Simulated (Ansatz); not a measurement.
C3H7ClGe, SMILES `C[CH](C)[Ge][Cl]`, relaxed with RKS PBE0-D4/def2-TZVP in Ansatz from a PBE-D4/def2-SVP geometry. The force threshold is 0.005 eV/Å; the program also tests the step.

The species carries charge 0 and has multiplicity 1.

Start:

```xyz
12

C     0.521    1.207   -0.326
C     0.552   -0.256    0.130
C    -0.509   -1.118   -0.567
Ge    0.357   -0.444    2.147
Cl   -1.637    0.545    2.313
H    -0.460    1.670   -0.094
H     0.684    1.288   -1.424
H     1.306    1.823    0.163
H     1.561   -0.685   -0.072
H    -0.357   -1.128   -1.669
H    -0.492   -2.178   -0.231
H    -1.528   -0.723   -0.369
```

How much energy does the relaxation release, and in how many steps? (Estimate.)

Computed: 0.05 eV, in 5 steps.

Which bonds change most? (Estimate.)

Ansatz gave: Ge4–Cl5 from 2.232 to 2.201 Å; C2–Ge4 from 2.035 to 2.007 Å; C3–H11 from 1.112 to 1.095 Å; C1–H7 from 1.113 to 1.096 Å.

Give the relaxed structure. (Best estimate.)

Ansatz gave: 
```xyz
12

C     0.515    1.193   -0.326
C     0.544   -0.256    0.139
C    -0.508   -1.105   -0.565
Ge    0.361   -0.426    2.130
Cl   -1.613    0.529    2.317
H    -0.456    1.649   -0.119
H     0.690    1.257   -1.406
H     1.280    1.806    0.161
H     1.537   -0.679   -0.065
H    -0.348   -1.100   -1.649
H    -0.491   -2.152   -0.243
H    -1.512   -0.716   -0.376
```
